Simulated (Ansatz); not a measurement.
Gas-phase electronic energies from Ansatz, PBE0-D4/def2-TZVP geometries. CBS: MP2 limit from def2 TZ/QZ plus the TZ coupled-cluster correction, frozen cores. Functionals use def2-TZVPP. B3LYP here is the variant with VWN-RPA as its local correlation; programs differ in this. One conformer a species, not always the lowest.

Reaction (redistribution): `COB(C)O[SiH3]` + `C[SiH](N)O[SiH3]` → `CB(O[SiH3])O[SiH3]` + `CO[SiH](C)N`

`COB(C)O[SiH3]`:

Cartesian coordinates in Å:
```
C -2.338 -0.098 -0.922
O -1.312 0.846 -0.695
B -0.116 0.517 -0.150
C 0.957 1.647 0.055
O 0.121 -0.788 0.208
Si 1.418 -1.542 0.881
H -2.109 -1.065 -0.471
H -3.266 0.290 -0.497
H -2.475 -0.228 -1.998
H 1.236 1.735 1.111
H 1.880 1.414 -0.486
H 0.600 2.619 -0.284
H 1.068 -2.975 1.020
H 2.615 -1.402 0.011
H 1.722 -0.969 2.218
```

`C[SiH](N)O[SiH3]`:

```xyz
14

C    -1.777    1.214    0.357
Si   -0.702   -0.296    0.316
N    -0.814   -1.051   -1.213
O     0.822    0.197    0.713
Si    2.368   -0.125    0.303
H    -2.828    0.950    0.228
H    -1.664    1.741    1.307
H    -1.498    1.909   -0.441
H    -1.097   -1.323    1.312
H    -0.588   -2.022   -1.347
H    -0.789   -0.537   -2.078
H     2.625   -1.592    0.286
H     2.683    0.420   -1.045
H     3.260    0.513    1.303
```

`CB(O[SiH3])O[SiH3]`:

Z-matrix (Å, degrees):
```
C
B 1 1.567
H 1 1.097 2 108.9
H 1 1.091 2 112.2 3 -118.0
H 1 1.091 2 112.3 3 118.0
O 2 1.366 1 119.3 3 90.7
O 2 1.365 1 119.3 3 -88.0
Si 6 1.641 2 142.0 1 -166.5
Si 7 1.641 2 142.1 1 -170.2
H 8 1.484 6 109.9 2 -96.7
H 8 1.488 6 110.7 2 24.3
H 8 1.482 6 107.7 2 143.8
H 9 1.482 7 107.7 2 144.0
H 9 1.484 7 109.9 2 -96.5
H 9 1.488 7 110.7 2 24.5
```

`CO[SiH](C)N`:

Z-matrix (Å, degrees):
```
C
O 1 1.405
H 1 1.092 2 108.6
H 1 1.097 2 111.6 3 -119.1
H 1 1.097 2 111.7 3 119.3
Si 2 1.650 1 123.3 3 -170.9
N 6 1.710 2 114.4 1 58.8
C 6 1.863 2 110.9 1 -62.1
H 6 1.482 2 102.2 1 177.2
H 7 1.006 6 123.2 2 64.0
H 7 1.005 6 122.6 2 -98.8
H 8 1.092 6 110.6 2 -51.5
H 8 1.094 6 111.5 2 68.3
H 8 1.092 6 110.8 2 -171.5
```

| level | ΔE (kJ/mol) | difference from CCSD(T)/CBS |
| --- | --- | --- |
| PBE-D4 | 29.1 | -1.9 |
| B3LYP-D4 | 28.5 | -2.5 |
| ωB97M-V | 29.5 | -1.5 |
| B2PLYP | 32.2 | 1.2 |
| MP2/def2-TZVPP | 32.7 | 1.7 |
| CCSD(T)/def2-TZVPP | 32.5 | 1.5 |
| HF/def2-QZVPP | 31.8 | 0.8 |
| SCS-MP2/def2-QZVPP | 32.1 | 1.1 |
| MP2/CBS(def2) | 31.2 | 0.2 |
| CCSD/CBS(def2) | 30.9 | -0.1 |
| CCSD(T)/CBS | 31.0 | 0 |

Largest T1 diagnostic among the species: 0.012.

The D4 term adds −3.2 kJ/mol with B3LYP and −1.7 kJ/mol with PBE0; it sums over pairs of atoms, weighted by their polarisabilities, and B3LYP, whose exchange is more repulsive, gets the larger term.
